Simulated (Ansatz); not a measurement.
Species: H4Br2N2Si, SMILES `N[Si](N)(Br)Br` (charge 0, multiplicity 1).

Q: Give a relaxed geometry from PBE0-D3(BJ)/def2-TZVP (Ansatz, an electronic-structure program).

A: the end point of this relaxation (outside a Z-matrix the atoms follow the SMILES, hydrogens last).
Z-matrix (Å, degrees):
```
Si
N 1 1.6906
H 2 1.0066 1 120.22
H 2 1.0080 3 112.51 1 -149.03
N 1 1.6906 2 108.79 3 158.25
H 5 1.0066 1 120.22 2 158.21
H 5 1.0080 6 112.51 1 -149.05
Br 1 2.2269 2 116.70 3 -83.89
Br 1 2.2269 2 104.51 3 32.92
```
